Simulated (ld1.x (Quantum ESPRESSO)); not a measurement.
rhenium: variants of one TM potential

Base potential:

rhenium (Re), norm-conserving Troullier–Martins (Kleinman–Bylander form), made with ld1.x (Quantum ESPRESSO) 7.5 (Wu–Cohen, scalar-relativistic). Core [Xe] 4f14, reference 5d5 6s2 6p0. Waves: 6s (bound): rc 2.50 bohr; 5d (bound): rc 1.70 bohr; 6p (bound, empty): rc 3.80 bohr. Local part: the p channel. Core correction: a·sin(br)/r model core inside 1.20 bohr.

All-electron outer shells of the reference configuration (Wu–Cohen, scalar-relativistic, ld1.x):

| shell | level (eV) | outermost node (bohr) | outermost maximum (bohr) |
| --- | --- | --- | --- |
| 5p | -47.02 | 0.56 | 1.06 |
| 4f | -42.33 | – | 0.41 |
| 6s | -5.99 | 1.24 | 2.57 |
| 5d | -5.39 | 0.62 | 1.43 |
| 6p | -1.27 | 1.48 | 3.56 |

Cutoffs, loose and tight: the cutoffs (Ry, on a coarse ladder) from which the occupation-weighted sum of valence levels, in a spherical-Bessel basis at the reference potential, stays within 10 and 1 mRy of its value at 400 Ry. They do not see the model core or the augmentation charge, which bear on the density cutoff. Test errors are all-electron minus pseudo excitation energies from the reference, over the configurations 5d5 6s1 6p0; 5d5 6s0 6p0; 5d4 6s0 6p0; 5d5 6s0 6p1; 5d6 6s0 6p0; 5d5.5 6s1.5 6p0; 5d4 6s2 6p0. A dash means not determined; rows that change the core or the reference have their own tests.

| change | outcome | cutoff, loose | cutoff, tight | bound ghosts | largest test error (meV) |
| --- | --- | --- | --- | --- | --- |
| base | generated | 35 Ry | 40 Ry | none | -309 |
| core correction a·sin(br)/r model core inside 0.84 bohr | generated | 35 Ry | 40 Ry | none | -309 |
| core correction a·sin(br)/r model core inside 1.02 bohr | generated | 35 Ry | 40 Ry | none | -309 |
| core correction a·sin(br)/r model core inside 1.26 bohr | generated | 35 Ry | 40 Ry | none | -309 |
| core correction a·sin(br)/r model core inside 1.56 bohr | generated | 35 Ry | 40 Ry | none | -309 |
| core correction a·sin(br)/r model core inside 1.82 bohr | generated | 35 Ry | 40 Ry | none | -310 |
| core correction a·sin(br)/r model core inside 1.96 bohr | generated | 35 Ry | 40 Ry | none | -313 |

(1) What comes out with this change to the base: core correction none?

Answers

(1) outcome: generated; cutoff, loose: 35 Ry; cutoff, tight: 40 Ry; bound ghosts: none; largest test error (meV): -231.
